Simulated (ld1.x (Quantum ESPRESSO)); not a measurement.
# Configuration tests for Ti (TM)

```json
{
 "Element": "titanium",
 "Generator": "ld1.x (Quantum ESPRESSO) 7.5",
 "Type": "norm-conserving Troullier–Martins (Kleinman–Bylander form)",
 "Functional": "PBE",
 "Relativity": "scalar-relativistic",
 "Frozen core": "[Ne]",
 "Valence charge": "12",
 "Reference configuration": "3s2 3p6 3d1 4s0 4p0 (charge +3)",
 "Partial waves": "3s (bound): rc 1.70 bohr; 3p (bound): rc 0.95 bohr; 3d (bound): rc 1.55 bohr; 4f channel at -0.15 Ry: rc 1.75 bohr",
 "Local potential": "all-electron potential smoothed inside 0.80 bohr (lloc = -1)",
 "Core correction": "none"
}
```

Energies are relative to the spin-unpolarised reference configuration 3s2 3p6 3d1 4s0 4p0; without spin polarisation the order of configurations can differ from experiment.

**Question.** Give the all-electron excitation energy and the error of the potential for: 3s2 3p6 3d2 4s2 4p0; 3s2 3p6 3d2 4s1 4p0; 3s2 3p6 3d2 4s0 4p0; 3s2 3p6 3d1 4s2 4p1; 3s2 3p6 3d2 4s0 4p2; 3s2 3p6 3d2 4s0 4p1; 3s2 3p6 3d2.5 4s1.5 4p0.

**Answer.**

| valence configuration | charge | ΔE all-electron (eV) | error AE − PS (meV) |
| --- | --- | --- | --- |
| 3s2 3p6 3d2 4s2 4p0 | 0 | -47.867 | +2177 |
| 3s2 3p6 3d2 4s1 4p0 | +1 | -40.521 | +1573 |
| 3s2 3p6 3d2 4s0 4p0 | +2 | -26.948 | +36 |
| 3s2 3p6 3d1 4s2 4p1 | 0 | -43.195 | +3704 |
| 3s2 3p6 3d2 4s0 4p2 | 0 | -41.580 | +52 |
| 3s2 3p6 3d2 4s0 4p1 | +1 | -36.744 | +49 |
| 3s2 3p6 3d2.5 4s1.5 4p0 | 0 | -47.514 | +1409 |

These tests converged, but a pseudo level misses the all-electron one widely, so the file describes the atom poorly there or has found another state: 3s2 3p6 3d2 4s2 4p0: 3d by 1.4 eV; 3s2 3p6 3d2 4s0 4p0: empty 4s by 2.2 eV; 3s2 3p6 3d1 4s2 4p1: 3d by 2.5 eV.
